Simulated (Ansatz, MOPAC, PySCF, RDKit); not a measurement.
Dimer: HF (SMILES F) (first 2 atoms) with CH3Br (SMILES CBr); geometry from B3LYP-D3(BJ)/def2-TZVP, rigid monomers moved along the line of their centres of mass till H2···Br4 is 2.12 Å.
(charge 0, multiplicity 1):
```xyz
7

F     -0.0394    -0.1485     0.6416
H     -0.0625    -0.6487     1.4319
C     -0.2407     1.0736     3.6043
Br    -0.1625    -0.8901     3.5385
H     -1.1792     1.3396     4.0765
H     -0.1910     1.4268     2.5808
H      0.6100     1.4071     4.1870
```

Counterpoise-corrected where a basis set is named; no monomer relaxation. Rows marked so take none. RDKit's UFF carries no charges.

Cores are frozen in the correlated methods. Filled d and f shells under p-block atoms count as core. CBS(a, b) extrapolates the correlation energy as X⁻³ and adds the Hartree–Fock energy of set b. Rows in STO-3G carry no dispersion term and start afresh at each structure; the Pople sets are all-electron and without relativity. The state reached by PM7 isn't checked; PM7 holds dispersion and hydrogen-bond terms.

Codes used: Ansatz (Gaussian basis) for Hartree–Fock, density functionals and correlated methods; MOPAC for PM7 (differences of heats of formation); PySCF for STO-3G rows, the dispersion terms; RDKit for the force fields. 

```tsv
level	interaction energy (kcal/mol)
UFF	36.55
PM7	5.36
HF/STO-3G (no counterpoise)	0.32
PBE/def2-TZVPPD	-4.15
r2SCAN-D3(BJ)/def2-TZVPPD	-4.83
MP2/aug-cc-pVTZ	-3.09
CCSD/aug-cc-pVTZ	-2.47
CCSD(T)/aug-cc-pVTZ	?
CCSD(T)/CBS(aug-cc-pVDZ, aug-cc-pVTZ)	?
```

**Question.** Some entries are withheld; supply them.

**Answer.** 
- CCSD(T)/aug-cc-pVTZ, interaction energy (kcal/mol): -3.01
- CCSD(T)/CBS(aug-cc-pVDZ, aug-cc-pVTZ), interaction energy (kcal/mol): -3.46

Ansatz is a program for electronic structure.
